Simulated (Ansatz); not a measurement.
(HMg-mu-Cl)2 (Mg₂H₂Cl₂). Total charge 0; singlet. Geometry PBE0-D4/def2-SVP, basis def2-TZVP, Ansatz.

```xyz
6

Mg    1.119   -0.015    1.264
H     2.238   -0.035    2.526
Cl   -1.224   -0.513    1.077
Mg   -1.119    0.016   -1.264
H    -2.236    0.027   -2.527
Cl    1.222    0.521   -1.076
```

```json
{"run": "A", "HOMO (eV)": "-7.61", "LUMO (eV)": "-1.19"}
{"run": "B", "HOMO (eV)": "-6.60", "LUMO (eV)": "-1.63"}
{"run": "C", "HOMO (eV)": "-10.57", "LUMO (eV)": "0.93"}
{"run": "D", "HOMO (eV)": "-8.92", "LUMO (eV)": "-0.33"}
{"run": "E", "HOMO (eV)": "-9.99", "LUMO (eV)": "0.37"}
{"run": "F", "HOMO (eV)": "-9.20", "LUMO (eV)": "-0.17"}
```

LC-ωPBE has ω = 0.4 bohr⁻¹. B3LYP takes the VWN-RPA correlation.

The runs used B3LYP, BHLYP, CAM-B3LYP, LC-ωPBE, PBE, ωB97M-V. Estimate which is which.

A B3LYP (20 % exact exchange); B PBE (0 % exact exchange); C LC-ωPBE (range-separated); D BHLYP (50 % exact exchange); E ωB97M-V (range-separated); F CAM-B3LYP (range-separated). Exact exchange lowers occupied and raises empty levels; among semilocal functionals meta-GGAs tend to open the gap a little, and such runs are hard to tell apart. The gap grows from 4.97 eV (PBE) to 11.49 eV (LC-ωPBE).
